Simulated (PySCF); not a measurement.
# Relaxation of quintet CoSe₂⁺

These are results of PySCF, UPBE0, basis Co def2-SVP, Se def2-SVP (no relativity, density fitting), not measurements. A (50,194) grid was used.

A hand-made end-on start, of Cs symmetry, held to at least that symmetry:

Coordinates in bohr (charge 1 multiplicity 5):
```
Co   -1.4054    0.0000   -4.0358
Se   -1.4054    0.0000    0.3826
Se    2.4417    0.0000    2.5936
```

Problem. What forces act on the atoms at the start (eV/Å)?

Solution. 
| atom | Fx | Fy | Fz |
| --- | --- | --- | --- |
| Co1 | 0.23 | 0.00 | 0.63 |
| Se2 | 1.18 | 0.00 | 0.46 |
| Se3 | -1.42 | 0.00 | -1.09 |

Problem. What does it relax to?

Solution. It ends at C2v with Co–Se 2.348 Å (×2), Se–Se 2.300 Å; Co–Se–Se 60.7° (×2), Se–Co–Se 58.7° (after a last refinement on a finer grid). A frequency run shows a minimum. Other isomers or separated fragments may lie lower.

Problem. How much energy is released, and in how many steps?

Solution. 120.8 kJ/mol in 13 steps.

Open d and f shells are described by one determinant, and the ground state may have another occupation or spin.
